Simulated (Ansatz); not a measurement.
Ge(NMeEt)Cl3 (C₃H₈Cl₃GeN). Total charge 0; singlet. Geometry PBE-D4/def2-SVP, basis def2-TZVP, Ansatz.

```xyz
16

Ge   -1.413   -1.343   -0.065
N    -0.513    0.203   -0.404
C     0.190    0.337   -1.674
C     0.028    0.957    0.730
C     1.409    0.515    1.226
H     0.244    1.413   -1.950
H     1.229   -0.066   -1.664
H    -0.372   -0.184   -2.474
H     0.059    2.029    0.424
H    -0.708    0.899    1.559
H     1.730    1.141    2.083
H     1.395   -0.543    1.559
H     2.183    0.612    0.438
Cl   -0.174   -3.053    0.484
Cl   -2.503   -1.914   -1.840
Cl   -2.784   -1.003    1.569
```

| run | HOMO (eV) | LUMO (eV) |
| --- | --- | --- |
| A | -9.87 | 0.65 |
| B | -5.82 | -2.62 |
| C | -7.16 | -1.64 |
| D | -6.09 | -2.40 |
| E | -9.44 | 0.42 |
| F | -8.43 | -0.58 |

LC-ωPBE has ω = 0.4 bohr⁻¹.

Task: The runs used BHLYP, LC-ωPBE, PBE, PBE0, r2SCAN, ωB97M-V. Estimate which is which.

Result: A LC-ωPBE (range-separated); B PBE (0 % exact exchange); C PBE0 (25 % exact exchange); D r2SCAN (0 % exact exchange); E ωB97M-V (range-separated); F BHLYP (50 % exact exchange). Exact exchange lowers occupied and raises empty levels; among semilocal functionals meta-GGAs tend to open the gap a little, and such runs are hard to tell apart. The gap grows from 3.21 eV (PBE) to 10.52 eV (LC-ωPBE).
